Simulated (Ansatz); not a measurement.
`O[SiH2][BH][GeH3]`. The species carries charge 0 and has multiplicity 1. Correlated methods include outer-core shells of Ge, which these sets cover unevenly. Scalar relativity is left out up to krypton.

Z-matrix (Å, degrees):
```
Si
B 1 2.000
O 1 1.654 2 114.6
H 1 1.486 2 113.2 3 -120.6
H 1 1.500 2 104.4 3 122.2
Ge 2 2.058 1 122.9 3 -13.4
H 2 1.197 1 119.6 3 167.9
H 3 0.958 1 117.1 2 41.7
H 6 1.543 2 107.5 1 102.1
H 6 1.544 2 113.0 1 -15.4
H 6 1.539 2 113.8 1 -138.8
```

Problem. Give the diagnostics of a CCSD(T)/def2-TZVPP run (frozen core, the Gaussian-basis code of Ansatz). (Estimate.)

Solution. Ansatz gave: T1 = 0.0127, largest single amplitude 0.029, largest double 0.028, (T) share of the correlation energy 3.3 %, 10 CCSD cycles. The RHF solution is stable towards an unrestricted one. T1 lies under the customary mark of 0.02 for closed shells.
